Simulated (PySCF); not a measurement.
Steps of a relaxation of [Er(H2O)4]3+

[Er(H2O)4]3+ (singlet in the valence; each metal's 4f electrons, 11 of them, lie in its core potential, out of spins and levels). PySCF 2.14.0, RKS TPSS, Er lcecp-1-SVP with ECP57, O def2-SVP, H def2-SVP; non-relativistic Hamiltonian with scalar-relativistic core potentials where named; density fitting; no spin-orbit coupling. Origin of the start: displaced along the imaginary mode. Columns: position (Å) and force (eV/Å). Energies are counted from the last step; some of the 19 steps are shown. Forces carry noise of the integration grid, about 0.01 to 0.03 eV/Å.

Run from Python with OMP_NUM_THREADS=2. Where DIIS fails, smearing, a level shift and second-order steps follow.
It took 5.1 min on 2 threads of Arm Neoverse N1, on a shared host, from the converged density of the start.

```xyz
13
step 0  E = 0.222 eV
Er    0.0000    0.0000    0.0000     0.00    0.00    0.00
O     1.2937    1.3128    1.3048     0.65    0.60    0.58
H     1.8712    1.0114    2.0961    -0.60    0.62   -0.95
H     1.4638    2.3178    1.1981    -0.05   -1.23    0.35
O    -1.2937   -1.3048    1.3128    -0.65   -0.58    0.60
H    -1.4638   -1.1981    2.3178     0.05   -0.35   -1.23
H    -1.8712   -2.0961    1.0114     0.60    0.95    0.62
O     1.2937   -1.3128   -1.3048     0.65   -0.60   -0.58
H     1.4638   -2.3178   -1.1981    -0.05    1.23   -0.35
H     1.8712   -1.0114   -2.0961    -0.60   -0.62    0.95
O    -1.2937    1.3048   -1.3128    -0.65    0.58   -0.60
H    -1.8712    2.0961   -1.0114     0.60   -0.95   -0.62
H    -1.4638    1.1981   -2.3178     0.05    0.35    1.23
```

```xyz
13
step 6  E = 0.011 eV
Er    0.0000    0.0000    0.0000     0.00    0.00    0.00
O     1.3099    1.3167    1.2787     0.11   -0.06    0.06
H     2.0291    1.0398    1.9118    -0.09    0.06   -0.09
H     1.3324    2.3094    1.3195     0.00    0.01    0.03
O    -1.3099   -1.2787    1.3167    -0.11   -0.06   -0.06
H    -1.3323   -1.3195    2.3094     0.00   -0.03    0.01
H    -2.0291   -1.9118    1.0398     0.09    0.09    0.06
O     1.3099   -1.3167   -1.2787     0.11    0.06   -0.06
H     1.3324   -2.3094   -1.3195     0.00   -0.01   -0.03
H     2.0291   -1.0398   -1.9118    -0.09   -0.06    0.09
O    -1.3099    1.2787   -1.3167    -0.11    0.06    0.06
H    -2.0291    1.9118   -1.0398     0.09   -0.09   -0.06
H    -1.3323    1.3195   -2.3094     0.00    0.03   -0.01
```

```xyz
13
step 12  E = 0.002 eV
Er    0.0006    0.0000    0.0000     0.01    0.00    0.00
O     1.3325    1.3168    1.2591    -0.05    0.02   -0.03
H     2.1126    1.0532    1.8132     0.06   -0.03    0.03
H     1.2852    2.3020    1.3827    -0.01    0.01    0.00
O    -1.3300   -1.2600    1.3172    -0.02    0.01   -0.07
H    -1.2862   -1.3809    2.3013     0.01   -0.01    0.07
H    -2.1144   -1.8110    1.0526     0.01    0.01   -0.01
O     1.3325   -1.3168   -1.2591    -0.05   -0.02    0.03
H     1.2852   -2.3020   -1.3827    -0.01   -0.01    0.00
H     2.1126   -1.0532   -1.8132     0.06    0.03   -0.03
O    -1.3300    1.2600   -1.3172    -0.02   -0.01    0.07
H    -2.1144    1.8110   -1.0526     0.01   -0.01    0.01
H    -1.2862    1.3809   -2.3013     0.01    0.01   -0.07
```

Where does the relaxation end?

It converges at step 18 in S4:
```xyz
13
step 18  E = 0
Er    0.0000    0.0000    0.0000
O     1.3418    1.3163    1.2481
H     2.1542    1.0575    1.7595
H     1.2674    2.2943    1.4113
O    -1.3417   -1.2482    1.3163
H    -1.2673   -1.4114    2.2943
H    -2.1543   -1.7592    1.0575
O     1.3418   -1.3163   -1.2481
H     1.2674   -2.2943   -1.4113
H     2.1542   -1.0575   -1.7595
O    -1.3417    1.2482   -1.3163
H    -2.1543    1.7592   -1.0575
H    -1.2673    1.4114   -2.2943
```

How did the contacts change?


```tsv
contact	start (Å)	end (Å)
Er1–O2 (H2O)	2.258	2.256
Er1–O5 (H2O)	2.258	2.256
Er1–O8 (H2O)	2.258	2.256
Er1–O11 (H2O)	2.258	2.256
```


No frequency check is given that shows the relaxed geometry to be a minimum. An lcecp potential fixes the number of 4f electrons, so in runs with it no electron can move into or out of that shell.
